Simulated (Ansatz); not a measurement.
`F[Si](Cl)(Br)Br` + NH₃ → `N[Si](F)(Cl)Br` + HBr at 600 K and 1 bar (ligand exchange at the Si–Br bond).

Isolated molecules relaxed with PBE0-D4/def2-TZVP in Ansatz; ΔE leaves out vibrations. CCSD(T)/CBS adds triple-zeta CCSD(T) − MP2 to the extrapolated MP2 energy (def2 sets, frozen cores). This one scheme is used for every species. For Br outer-core shells are correlated without core-valence functions, which leaves a few kJ/mol of doubt a bond. Scalar relativity is left out up to krypton. Each species was taken in one conformer, which may not be the lowest.

| species | CCSD(T)/CBS energy (Eh) | H − E (kJ/mol) | S (J/(mol·K)) |
| --- | --- | --- | --- |
| `F[Si](Cl)(Br)Br` | -5995.50423 | 69.0 | 432.1 |
| NH₃ | -56.50880 | 112.4 | 219.5 |
| `N[Si](F)(Cl)Br` | -3478.08790 | 141.1 | 442.3 |
| HBr | -2573.91920 | 33.5 | 219.1 |

H − E and S are ideal-gas, rigid-rotor, harmonic terms from PBE0-D4/def2-TZVP, for one conformer and one mirror image of each species. 1 Eh = 2625.50 kJ/mol, R = 8.31446 J/(mol·K).

Task: By hand: ΔE, ΔH, ΔS and ΔG.

Result: ΔE = (-3478.08790) + (-2573.91920) − (-5995.50423) − (-56.50880) = 0.00593 Eh = 15.6 kJ/mol. Δ(H − E) = 141.1 + 33.5 − 69.0 − 112.4 = -6.8, so ΔH = 8.8 kJ/mol. ΔS = 442.3 + 219.1 − 432.1 − 219.5 = 9.8 J/(mol·K). ΔG = 8.8 − 600 × (9.8)/1000 = 2.9 kJ/mol.

Task: By hand: the equilibrium constant, and the temperature at which ΔG would vanish if ΔH and ΔS stayed fixed.

Result: log₁₀ K = −ΔG/(RT ln 10) = -0.3. ΔG = 0 at ΔH/ΔS = 898 K, though so small a ΔH makes that figure unsure.

TΔS isn't small against ΔH here. The sign of ΔG lies within the doubt. A doubt of 5 kJ/mol in ΔE shifts log₁₀ K by 0.4 here. Other conformers and mirror images would add mixing entropy, several J/(mol·K) or more a flexible species. These are equilibria of isolated gas molecules and say nothing of rates. Largest T1 diagnostic: 0.009 (customary marks: 0.02 for closed shells, 0.045 for open ones).
